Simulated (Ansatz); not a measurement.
Basis-set extrapolation for C$_{2}$H$_{6}$BN (`[BH3-][N+]#CC`) (PBE0-D4/def2-TZVP geometry, frozen core, the Gaussian-basis code of Ansatz). Multiplicity 1, RHF reference.

```
                     cc-pV(T+d)Z  cc-pV(Q+d)Z
                 HF  -158.386140  -158.396491
    MP2 correlation    -0.651893    -0.692191
CCSD(T) correlation    -0.712603    -0.747681
```

Energies in hartree. Use E(X) = E(∞) + A·exp(−5.46·√X) for Hartree–Fock and E(X) = E(∞) + B·X^(−3.05) for correlation, with X = 3 and 4.

Task: What is the CCSD(T) energy at the basis-set limit?

Result: HF limit: -158.396491 + (-0.010351) × 0.30130 = -158.39961. Correlation limit: -0.747681 + (-0.035078) × 0.71189 = -0.77265. Total: -159.17226 hartree, 193.0 kJ/mol below CCSD(T)/cc-pV(T+d)Z.
